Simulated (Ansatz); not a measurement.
`B[SiH](C)CF` + H₂S → `C[SiH](S)CF` + BH₃ at 298.15 K and 1 bar (cleavage of the Si–B bond).

Gas-phase electronic energies from Ansatz, PBE0-D4/def2-TZVP geometries. CCSD(T)/CBS is the MP2 limit (def2-TZVPP, def2-QZVPP) plus CCSD(T) − MP2 in def2-TZVPP, frozen cores. This one scheme is used for every species. Each species was taken in one conformer, which may not be the lowest.

```
      species  CCSD(T)/CBS energy (Eh)  H − E (kJ/mol)  S (J/(mol·K))
`B[SiH](C)CF`               -494.54554           274.3          370.9
          H₂S               -398.97279            49.9          205.7
`C[SiH](S)CF`               -866.99875           247.8          370.4
          BH₃                -26.55200            78.7          188.3
```

H − E and S are ideal-gas, rigid-rotor, harmonic terms from PBE0-D4/def2-TZVP, for one conformer and one mirror image of each species. 1 Eh = 2625.50 kJ/mol, R = 8.31446 J/(mol·K).

Q: By hand: ΔE, ΔH, ΔS and ΔG.

A: ΔE = (-866.99875) + (-26.55200) − (-494.54554) − (-398.97279) = -0.03242 Eh = -85.1 kJ/mol. Δ(H − E) = 247.8 + 78.7 − 274.3 − 49.9 = 2.3, so ΔH = -82.8 kJ/mol. ΔS = 370.4 + 188.3 − 370.9 − 205.7 = -17.9 J/(mol·K). ΔG = -82.8 − 298.15 × (-17.9)/1000 = -77.5 kJ/mol.

Q: By hand: the equilibrium constant, and the temperature at which ΔG would vanish if ΔH and ΔS stayed fixed.

A: log₁₀ K = −ΔG/(RT ln 10) = 13.6. ΔG = 0 at ΔH/ΔS = 4626 K, far beyond where these terms or the molecules hold.

ΔH outweighs TΔS. A doubt of 5 kJ/mol in ΔE shifts log₁₀ K by 0.9 here. Other conformers and mirror images would add mixing entropy, several J/(mol·K) or more a flexible species. These are equilibria of isolated gas molecules and say nothing of rates. Largest T1 diagnostic: 0.011 (customary marks: 0.02 for closed shells, 0.045 for open ones).
